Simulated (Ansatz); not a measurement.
`[SiH3][N]([SiH3])[AlH][Cl]` → `[SiH3][NH][AlH][Cl]` + `[SiH2]` at 600 K and 1 bar (silylene loss).

Gas-phase electronic energies from Ansatz, PBE0-D4/def2-TZVP geometries. CCSD(T)/CBS adds triple-zeta CCSD(T) − MP2 to the extrapolated MP2 energy (def2 sets, frozen cores). This one scheme is used for every species. One conformer a species, not always the lowest.

```csv
species,CCSD(T)/CBS energy (Eh),H − E (kJ/mol),S (J/(mol·K))
`[SiH3][N]([SiH3])[AlH][Cl]`,-1339.00991,251.1,520.6
`[SiH3][NH][AlH][Cl]`,-1048.70845,190.5,440.3
`[SiH2]`,-290.19011,52.1,233.9
```

H − E and S are ideal-gas, rigid-rotor, harmonic terms from PBE0-D4/def2-TZVP, for one conformer and one mirror image of each species. 1 Eh = 2625.50 kJ/mol, R = 8.31446 J/(mol·K).

Problem. By hand: ΔE, ΔH, ΔS and ΔG.

Solution. ΔE = (-1048.70845) + (-290.19011) − (-1339.00991) = 0.11135 Eh = 292.3 kJ/mol. Δ(H − E) = 190.5 + 52.1 − 251.1 = -8.5, so ΔH = 283.8 kJ/mol. ΔS = 440.3 + 233.9 − 520.6 = 153.6 J/(mol·K). ΔG = 283.8 − 600 × (153.6)/1000 = 191.6 kJ/mol.

Problem. By hand: the equilibrium constant, and the temperature at which ΔG would vanish if ΔH and ΔS stayed fixed.

Solution. log₁₀ K = −ΔG/(RT ln 10) = -16.7. ΔG = 0 at ΔH/ΔS = 1848 K.

The number of gas molecules changes by +1, which sets the sign of ΔS. A doubt of 5 kJ/mol in ΔE shifts log₁₀ K by 0.4 here. Other conformers and mirror images would add mixing entropy, several J/(mol·K) or more a flexible species. Modes under 60 cm⁻¹, often nearly free rotors, make the harmonic entropy too high. These are equilibria of isolated gas molecules and say nothing of rates. Largest T1 diagnostic: 0.014 (customary marks: 0.02 for closed shells, 0.045 for open ones).
